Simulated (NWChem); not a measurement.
Molecule: Si2H4OF2; SMILES O[Si@@H](F)[SiH2]F

```xyz
9

O     -1.1425    -1.7207    -0.3348
Si     0.0359    -0.8318     0.4119
F      1.5068    -1.4073     0.0160
Si    -0.2189     1.3197    -0.4740
F      0.8329     2.3167     0.2770
H     -1.2890    -2.6284    -0.0508
H     -0.0479    -0.9383     1.8975
H      0.0733     1.3359    -1.9362
H     -1.5976     1.8348    -0.2294
```
Atoms are numbered in this order, from 1.

Program: NWChem. Pople sets run with spherical d functions. Geometry: optimised at PBE0/def2-SVP. GIAO values for the isolated, static molecule; σ is the absolute isotropic shielding, δ = σ(reference) − σ with the isolated reference molecule computed at the same levels (19F: trichlorofluoromethane, 1H: tetramethylsilane, 17O: water, 29Si: tetramethylsilane).

Task: What does the run give for Hartree-Fock/6-31G*? Quantities: δ O1 (ppm); δ Si2 (ppm); δ F5 (ppm); δ H6 (ppm); δ H7 (ppm); δ H8 (ppm); δ H9 (ppm).

Result: The δ O1 (ppm) is 30.1. The δ Si2 (ppm) is 1.7. The δ F5 (ppm) comes out as -176.9, the δ H6 (ppm) is 2.46 and the δ H7 (ppm) is 5.36. The δ H8 (ppm) is 5.37. The δ H9 (ppm) comes out as 5.17.
